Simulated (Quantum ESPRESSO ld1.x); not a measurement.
Ti13+, 9 electrons, occupied as [He] 2s2 2p5.

All-electron calculation, scalar-relativistic Kohn-Sham, BLYP, spin-unpolarised, spherical densities, point nucleus. Program: ld1.x of Quantum ESPRESSO 7.5.

Energy parts (hartree):
| part | energy |
|---|---|
| total | -766.427 |
| kinetic | 773.770 |
| electron-nucleus | -1674.701 |
| Hartree | 165.588 |
| exchange-correlation | -31.084 |

Orbitals (lengths in bohr, moments of r in powers of bohr):
orbital  occ.  eigenvalue (hartree)      <r^4>     <r^2>
1s          2             -194.8738  0.0001082  0.006490
2s          2              -33.6462    0.02329    0.1165
2p          5              -30.5431    0.01756   0.09397
3s          0              -12.7359     0.7880    0.7379
3p          0              -11.8072     0.7954    0.7295
3d          0              -10.5431     0.6272    0.6194

The highest occupied level is 2p at -831.12 eV. Summed over all electrons, <r^2> = 0.7157 bohr^2, which gives a Langevin (diamagnetic) susceptibility term of -0.567 x 10^-6 cm^3/mol.
